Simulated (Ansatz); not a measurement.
`O[SiH]([SiH3])[AlH][Cl]` + `CO[SiH3]` → `CO[SiH](O)[SiH3]` + `[SiH3][AlH][Cl]`  (redistribution)

Program: Ansatz. Geometries: PBE0-D4/def2-TZVP. ΔE: electronic, gas phase. CCSD(T)/CBS adds triple-zeta CCSD(T) − MP2 to the extrapolated MP2 energy (def2 sets, frozen cores). DFT in def2-TZVPP. Each species was taken in one conformer, which may not be the lowest.

`O[SiH]([SiH3])[AlH][Cl]`:

Cartesian coordinates in Å:
```
O -0.003 -0.230 -2.019
Si 0.587 -0.101 -0.472
Si -0.042 1.969 0.427
Al -0.247 -1.990 0.849
Cl -1.342 -3.328 -0.373
H -0.383 -1.079 -2.257
H 2.084 -0.133 -0.479
H 0.414 3.107 -0.416
H -1.520 2.048 0.580
H 0.576 2.092 1.778
H -0.123 -2.355 2.381
```

`CO[SiH3]`:

Cartesian coordinates in Å:
```
C -0.835 1.028 0.316
O -0.695 -0.363 0.145
Si 0.728 -1.057 -0.292
H -0.170 1.405 1.102
H -1.866 1.234 0.608
H -0.622 1.571 -0.612
H 0.480 -2.515 -0.363
H 1.792 -0.760 0.709
H 1.187 -0.543 -1.613
```

`CO[SiH](O)[SiH3]`:

Cartesian coordinates in Å:
```
C -0.953 1.725 -1.238
O -0.452 0.454 -0.882
Si 0.045 0.063 0.632
O 1.380 0.902 1.111
Si 0.434 -2.246 0.543
H -1.426 1.645 -2.218
H -1.699 2.078 -0.517
H -0.147 2.464 -1.295
H -0.987 0.480 1.618
H 2.209 0.705 0.671
H 1.589 -2.530 -0.355
H -0.758 -2.973 0.032
H 0.765 -2.766 1.898
```

`[SiH3][AlH][Cl]`:

Z-matrix (Å, degrees):
```
Si
Al 1 2.446
H 1 1.490 2 110.2
H 1 1.490 2 110.2 3 118.9
H 1 1.489 2 112.2 3 -120.6
Cl 2 2.104 1 116.2 3 -59.8
H 2 1.581 1 127.5 3 120.1
```

Problem. Is it downhill or uphill in electronic energy at CCSD(T)/CBS, and by how much? (Estimate.)

Solution. Ansatz gave: Downhill: ΔE = -0.30 eV.

Problem. What do these levels give: LDA (SPW92), PBE0-D4, B2PLYP, PBE-QIDH, PBE, r2SCANh, BHLYP, CCSD/def2-SVP, MP2/def2-TZVPP, CCSD(T)/def2-TZVPP, MP2/def2-QZVPP, CCSD/CBS(def2)? (Estimate.)

Solution. The calculation gave: LDA (SPW92) -0.32, PBE0-D4 -0.29, B2PLYP -0.30, PBE-QIDH -0.30, PBE -0.29, r2SCANh -0.30, BHLYP -0.31, CCSD/def2-SVP -0.34, MP2/def2-TZVPP -0.29, CCSD(T)/def2-TZVPP -0.32, MP2/def2-QZVPP -0.28, CCSD/CBS(def2) -0.30 eV.

Largest T1 diagnostic among the species: 0.012.

At CCSD(T), def2-SVP lies −0.04 eV from the extrapolated value and def2-TZVPP −0.02 eV. Leaving LDA and LC-ωPBE aside and taking each functional with its dispersion term where it has one, the values, not all of them listed here, spread over 0.03 eV, from CAM-B3LYP-D4 to revPBE-D4.
